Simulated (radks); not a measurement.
The numbers below are computed, except where a source is named.
Spherical jellium clusters: N electrons in a uniform positive sphere of charge N and radius rs N^(1/3), rs = 4.47 bohr. Level of theory: non-relativistic Kohn-Sham, PBEsol, spin-polarised, spherical densities (a radial shooting solver with Libxc functionals). Levels are named by radial order and angular momentum (1s, 1p, 1d, 2s, ...), and open shells are averaged over m.

N = 10, configuration 1s2 1p6 1d(up 2, down 0). This is the lowest configuration that the search found. Occupied levels:

level    occupation  eigenvalue (eV)  <r> (bohr)
1s up             1          -4.1967       6.426
1s down           1          -4.0772       6.055
1p up             3          -3.3438       7.564
1p down           3          -3.1163       7.362
1d up             2          -2.2556       8.522

Energy (eV): total -17.5795, kinetic 14.499, external -333.73, Hartree 164.70, exchange-correlation -32.588, background 169.54.
